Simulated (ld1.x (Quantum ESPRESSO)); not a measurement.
Ti (Z = 22), ultrasoft: configuration errors across variants

ld1.x (Quantum ESPRESSO) 7.5 input, shortened:

```
&input
   title='Ti', zed=22., rel=1, dft='WC', iswitch=3,
   config='[Ar] 3d2 4s2 4p0 4f-2'
 /
 &inputp
   pseudotype=3, tm=.true., lloc=3,
   nlcc=.false.,
   which_augfun='PSQ', rmatch_augfun=1.10
 /
7
4S  1  0   2.00   0.00  2.05  2.90  0.0
4S  1  0   0.00   3.05  2.05  2.90  0.0
4P  2  1   0.00   0.00  2.20  2.70  0.0
4P  2  1   0.00   1.95  2.20  2.70  0.0
3D  3  2   2.00   0.00  1.10  1.15  0.0
3D  3  2   0.00   4.90  1.10  1.15  0.0
4F  4  3  -2.00   0.05  2.80  2.80  0.0
 &test
   configts(1)='3d2 4s2 4p0'
 /
```

All-electron excitation energies from the reference (eV): (1) 3d2 4s1 4p0 7.365; (2) 3d2 4s0 4p0 20.776; (3) 3d1 4s0 4p0 47.707; (4) 3d1 4s2 4p0 9.782; (5) 3d3 4s0 4p0 7.315; (6) 3d2 4s1.5 4p0 2.949; (7) 3d2 4s0 4p2 6.325.

A true bound ghost makes a file unfit for plane-wave use even where its test errors are small: the radial tests pick states by their node count and pass the ghost by.

Errors AE − PS in meV (a dash: test not solved or not reliable):

| change | (1) | (2) | (3) | (4) | (5) | (6) | (7) | bound ghosts |
| --- | --- | --- | --- | --- | --- | --- | --- | --- |
| base | -14 | +48 | -76 | +30 | -25 | -2.4 | +29 | none |
| wave 4f channel at 0.05 Ry: rc 2.80 bohr becomes 4f channel at 0.05 Ry: rc 1.94 bohr | -15 | +45 | -82 | -44 | -25 | -2.6 | +48 | s |
| wave 4f channel at 0.05 Ry: rc 2.80 bohr becomes 4f channel at 0.05 Ry: rc 2.28 bohr | -14 | +44 | -84 | +243 | -25 | -2.4 | +32 | none |
| wave 4f channel at 0.05 Ry: rc 2.80 bohr becomes 4f channel at 0.05 Ry: rc 2.90 bohr | -14 | +48 | -76 | +27 | -25 | -2.4 | +28 | none |
| wave 4f channel at 0.05 Ry: rc 2.80 bohr becomes 4f channel at 0.05 Ry: rc 3.12 bohr | -14 | +49 | -74 | +20 | -25 | -2.4 | +27 | none |
| wave 4f channel at 0.05 Ry: rc 2.80 bohr becomes 4f channel at 0.05 Ry: rc 4.16 bohr | -14 | +51 | -58 | +21 | -19 | -2.4 | +20 | none |

(1) Give the same row for: wave 4f channel at 0.05 Ry: rc 2.80 bohr becomes 4f channel at 0.05 Ry: rc 3.72 bohr.

## Answers

(1) -14, +50, -67, +19, -22, -2.4, +24; bound ghosts: none.
